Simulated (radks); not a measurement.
Fractional charge and spin in the 6s shell of hafnium: the spin-up occupation runs from 0 to 1 and the spin-down occupation from 0 to 1; the fullest corner is Hf, [Xe] 4f14 5d(up 1, down 1) 6s(up 1, down 1). All-electron calculation, scalar-relativistic Kohn-Sham, PBE, spin-polarised, spherical densities, point nucleus. Program: a radial shooting solver on a logarithmic mesh with Libxc functionals. Energy (eV) minus the two flat planes that join the four corners (they meet along the diagonal where the two added fractions sum to one electron); zero is where a piecewise linear energy would lie.

\begin{tabular}{lrrrrr}
down \ up & 0 & 0.25 & 0.5 & 0.75 & 1 \\ \hline
0 & 0.000 & -0.579 & -0.768 & -0.573 & 0.000 \\
0.25 & -0.579 & -0.714 & -0.468 & 0.151 & -0.514 \\
0.5 & -0.768 & -0.468 & 0.202 & -0.417 & -0.679 \\
0.75 & -0.573 & 0.151 & -0.417 & -0.633 & -0.505 \\
1 & 0.000 & -0.514 & -0.679 & -0.505 & 0.000 \\
\end{tabular}

Corners above the fullest one (they belong to Hf+ and the next ion): (up 1, down 0) 7.775 eV, (up 0, down 1) 7.775 eV, (up 0, down 0) 22.157 eV. With half an added electron in each spin the energy lies 0.202 eV from the planes, and with half an added electron in spin up alone -0.768 eV. The planes are only a guide here: the flat-plane condition holds for ground states with one frontier orbital, while this shell lies below other occupied shells, so the corners above the fullest one are inner-hole states and not the ground states of those ions.
